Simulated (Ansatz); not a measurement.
Gas-phase reaction R1 + R2 → P1 + P2, each structure at its B3LYP-D3(BJ)/def2-TZVP stationary point, reached from a drawn start (curvature not checked).
R1, Cl4Ti (SMILES [Cl][Ti]([Cl])([Cl])[Cl]) (charge 0, multiplicity 1):
```
atom    x (Å)    y (Å)    z (Å)
----  -------  -------  -------
Cl     1.8807  -0.8057   0.7430
Ti     0.0000   0.0000   0.0000
Cl    -1.0517  -1.5356  -1.1287
Cl    -1.2303   0.6370   1.6790
Cl     0.4013   1.7043  -1.2932
```
P1, Cl3FTi (SMILES [F][Ti]([Cl])([Cl])[Cl]) (charge 0, multiplicity 1):
```
atom    x (Å)    y (Å)    z (Å)
----  -------  -------  -------
F      0.0333  -0.0221   1.8283
Ti     0.0016  -0.0011   0.0840
Cl    -1.1274  -1.7202  -0.6383
Cl     2.0424  -0.0943  -0.6762
Cl    -0.9498   1.8378  -0.5979
```
P2: HCl (SMILES Cl), charge 0, multiplicity 1.
R2: HF (SMILES F), charge 0, multiplicity 1.

P less R. No zero-point or thermal terms; no spin–orbit coupling.

Correlated levels freeze the cores.

Codes used: Ansatz (a first-principles code) with Gaussian orbitals. All values are computed, each at the level named.

Total energies in hartree:

```csv
structure,PBE/def2-TZVPP,r2SCAN/def2-TZVPP,CCSD(T)/def2-QZVPP
R1,-2689.652430,-2690.473867,-2687.888196
P1,-2329.427756,-2330.143598,-2327.902700
P2,-460.627412,-460.785863,-460.364747
R2,-100.393473,-100.446638,-100.374754
```

Task: Work out the reaction energy at each level in kcal/mol (1 hartree = 627.50947 kcal/mol), and say how far PBE/def2-TZVPP lies from CCSD(T)/def2-QZVPP.

Result: 
- PBE/def2-TZVPP: (-2329.427756) + (-460.627412) − (-2689.652430) − (-100.393473) = -0.009265 hartree = -5.81 kcal/mol
- r2SCAN/def2-TZVPP: (-2330.143598) + (-460.785863) − (-2690.473867) − (-100.446638) = -0.008956 hartree = -5.62 kcal/mol
- CCSD(T)/def2-QZVPP: (-2327.902700) + (-460.364747) − (-2687.888196) − (-100.374754) = -0.004497 hartree = -2.82 kcal/mol
PBE/def2-TZVPP less CCSD(T)/def2-QZVPP: -2.99 kcal/mol. CCSD(T)/def2-QZVPP is the level counted from, the highest shown, and no exact or measured value.
